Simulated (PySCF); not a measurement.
## Computed properties of B(F)(Br)(vinyl) (C2H3BBrF), SMILES C=CB(F)Br

B(F)(Br)(vinyl) (C2H3BBrF), SMILES C=CB(F)Br. Coordinates come from a PBE0-D3(BJ)/def2-SVP optimisation. The structure was generated by enumeration, and PubChem lists no compound with its InChIKey, so it may never have been made. Other conformers were not sampled. All values are computed for the isolated molecule unless a solvent is named; none is compared with measurement here.

**Structure.** The optimised structure has Cs symmetry. All 18 harmonic modes at PBE0-D3(BJ)/def2-SVP (PySCF) are real, so it is a minimum. With heavy atoms numbered as in [B:1]([F:2])([Br:3])[CH:4]=[CH2:5], the shortest bond between them is B1–F2 at 1.320 Å and the longest B1–Br3 at 1.924 Å.

**Vibrations.** The strongest infrared lines (harmonic, unscaled, degenerate partners summed) lie at 1128 cm⁻¹ (224 km/mol, B 49 %, H 34 %, C 16 %), 1438 cm⁻¹ (160 km/mol, H 69 %, C 15 %, B 13 %), 1359 cm⁻¹ (150 km/mol, B 45 %, H 27 %, F 17 %, C 11 %). The softest mode is at 106 cm⁻¹ and the zero-point energy is 31.7 kcal/mol.

**Electronic structure.** PBE0/def2-TZVP (PySCF) places the frontier levels at -8.40 and -1.96 eV, a gap of 6.44 eV, and gives a dipole moment of 2.13 D and a mean polarisability of 56.3 bohr³. PBE/def2-TZVP (PySCF) at the same geometry gives -7.24 and -2.89 eV, so its gap is 2.09 eV narrower. An orbital gap is neither the optical nor the fundamental gap.

**Excitations.** TDDFT-B3LYP/def2-SVPD (PySCF) has S1 at 5.00 eV (248 nm, f = 0.000, dark); the most intense of the 10 singlets computed lies at 6.43 eV (f = 0.18). T1 (TDA) is at 3.74 eV. TDDFT-PBE/def2-SVPD (PySCF) puts S1 at 4.35 eV. No vertical singlet excitation falls in the visible range (under 3.1 eV).

**NMR.** GIAO shifts at B3LYP/pcSseg-1 (PySCF) (non-relativistic, atoms alike by connectivity averaged): ¹³C from 141.3 to 162.9 ppm against TMS; ¹H from 6.5 to 7.2 ppm against TMS; ¹⁹F at -22.5 ppm against CFCl3; ¹¹B at 35.2 ppm against BF3. Without spin–orbit terms, shifts of atoms bonded to Cl or Br come out too high.
